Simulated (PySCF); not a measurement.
CH₃O₃S, charge -1.

```xyz
8

O     -1.2482     0.7206    -0.5427
S      0.0000     0.0000    -0.1704
O      0.0000    -1.4413    -0.5427
O      1.2482     0.7206    -0.5427
C      0.0000     0.0000     1.6361
H     -0.9027    -0.5212     1.9785
H      0.0000     1.0424     1.9785
H      0.9027    -0.5212     1.9785
```
Charge -1, spin multiplicity 1.

Coordinates come from a PBE0-D3(BJ)/def2-SVPD optimisation.

Calculation: PBE/pcSseg-1 (PySCF). Non-relativistic, no solvent.

Computed absolute GIAO shielding of each atom: isotropic value and principal components (ppm):
```csv
atom,σ(iso),σ11,σ22,σ33,span
O1,75.0,43.1,50.4,131.6,88.5
S2,171.6,-1.8,258.4,258.4,260.2
O3,75.0,43.1,50.4,131.6,88.5
O4,75.0,43.1,50.4,131.6,88.5
C5,134.6,112.1,112.1,179.4,67.3
H6,29.4,27.1,27.8,33.2,6.1
H7,29.4,27.1,27.8,33.2,6.1
H8,29.4,27.1,27.8,33.2,6.1
```
